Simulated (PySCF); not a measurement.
Species: `Cc1cnnc(n1)C`. The columns A, B, C and D hold Mulliken, IAO, Hirshfeld and ESP-fitted charges (e) of one PBE0/pcSseg-1 density (PySCF), in a shuffled order. Coordinates in Å (GFN2-xTB); the density's dipole moment is (-2.47, 1.78, 0.72) D.

```json
{"atom": "C1", "x": "-2.319", "y": "0.467", "z": "0.405", "A": "-0.148", "B": "-0.115", "C": "-0.442", "D": "-0.563"}
{"atom": "C2", "x": "-0.996", "y": "-0.148", "z": "0.102", "A": "-0.069", "B": "+0.088", "C": "+0.159", "D": "+0.643"}
{"atom": "C3", "x": "-0.846", "y": "-1.516", "z": "-0.182", "A": "+0.127", "B": "0.000", "C": "-0.078", "D": "+0.039"}
{"atom": "N4", "x": "0.337", "y": "-2.027", "z": "-0.445", "A": "-0.198", "B": "-0.094", "C": "-0.122", "D": "-0.227"}
{"atom": "N5", "x": "1.388", "y": "-1.254", "z": "-0.438", "A": "-0.255", "B": "-0.119", "C": "-0.197", "D": "-0.515"}
{"atom": "C6", "x": "1.245", "y": "0.032", "z": "-0.167", "A": "+0.177", "B": "+0.126", "C": "+0.250", "D": "+1.115"}
{"atom": "C7", "x": "2.466", "y": "0.885", "z": "-0.165", "A": "-0.148", "B": "-0.121", "C": "-0.439", "D": "-0.731"}
{"atom": "N8", "x": "0.076", "y": "0.623", "z": "0.104", "A": "-0.414", "B": "-0.150", "C": "-0.298", "D": "-0.846"}
{"atom": "H9", "x": "-3.039", "y": "0.212", "z": "-0.371", "A": "+0.139", "B": "+0.056", "C": "+0.162", "D": "+0.138"}
{"atom": "H10", "x": "-2.218", "y": "1.546", "z": "0.475", "A": "+0.138", "B": "+0.053", "C": "+0.172", "D": "+0.193"}
{"atom": "H11", "x": "-2.694", "y": "0.079", "z": "1.351", "A": "+0.145", "B": "+0.057", "C": "+0.166", "D": "+0.142"}
{"atom": "H12", "x": "-1.681", "y": "-2.201", "z": "-0.199", "A": "+0.095", "B": "+0.060", "C": "+0.166", "D": "+0.071"}
{"atom": "H13", "x": "3.342", "y": "0.271", "z": "-0.348", "A": "+0.136", "B": "+0.050", "C": "+0.168", "D": "+0.156"}
{"atom": "H14", "x": "2.555", "y": "1.392", "z": "0.793", "A": "+0.137", "B": "+0.054", "C": "+0.167", "D": "+0.195"}
{"atom": "H15", "x": "2.378", "y": "1.646", "z": "-0.938", "A": "+0.139", "B": "+0.055", "C": "+0.167", "D": "+0.190"}
```

Problem. Which column most likely holds the ESP-fitted charges?

Solution. D. Σ q r misses the density's dipole by 0.06 D (D), 0.66 D (C), 1.12 D (A), 1.38 D (B). Charges fitted to the outside potential are the only set here that is tied to the molecule's multipoles.

Problem. And the Hirshfeld charges?

Solution. B. The mean sizes are 0.080 e (B), 0.164 e (A), 0.210 e (C), 0.384 e (D), and Hirshfeld charges are commonly the smallest of these schemes.

As computed, A = Mulliken, B = Hirshfeld, C = IAO, D = ESP-fitted. Hydrogens on carbon: Mulliken +0.10 to +0.14, Hirshfeld +0.05 to +0.06, IAO +0.16 to +0.17, ESP-fitted +0.07 to +0.19 e.

The IAO scheme counts the electrons in orthogonalised intrinsic atomic orbitals, a minimal basis polarised so that it spans the occupied orbitals exactly. The ESP scheme is a least-squares fit of atom-centred charges to the potential on four shells outside the van der Waals surface, with the total charge fixed.

Isolated species at its GFN2-xTB geometry, gas phase.
